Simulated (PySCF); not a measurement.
F2H4SSi2, SMILES F[SiH2]S[SiH2]F.

The structure is a stationary point at TPSSh-D3(BJ)/def2-SVP. The values are those of a single conformer.

Method: TDA-PBE/def2-SVPD run with PySCF 2.14.0.

Vertical excitations. 

Task: Give excitation energies, oscillator strengths and character. (An estimate is asked for; the answer gives what the named calculation found.)

Result: 
```csv
state,energy (eV),λ (nm),f,main pairs
S1,5.99,207,0.044,HOMO→LUMO 95 %
S2,6.39,194,0.037,HOMO→LUMO+1 97 %
S3,6.53,190,0.001,HOMO→LUMO+2 89 %
S4,6.68,186,0.000,HOMO−1→LUMO 89 %
S5,6.86,181,0.004,"HOMO→LUMO+3 67 %, HOMO−1→LUMO+1 12 %"
S6,6.94,179,0.007,HOMO→LUMO+4 93 %
S7,7.08,175,0.005,HOMO−2→LUMO 95 %
S8,7.24,171,0.063,HOMO−1→LUMO+1 85 %
S9,7.44,167,0.010,"HOMO−1→LUMO+2 52 %, HOMO−1→LUMO+3 36 %"
S10,7.50,165,0.024,"HOMO→LUMO+5 75 %, HOMO−2→LUMO+1 15 %"
T1,5.56,223,0,HOMO→LUMO 99 %
T2,5.95,208,0,HOMO→LUMO+1 99 %
T3,6.19,200,0,HOMO→LUMO+2 90 %
T4,6.26,198,0,HOMO→LUMO+3 92 %
```
Triplets are in the Tamm–Dancoff approximation.
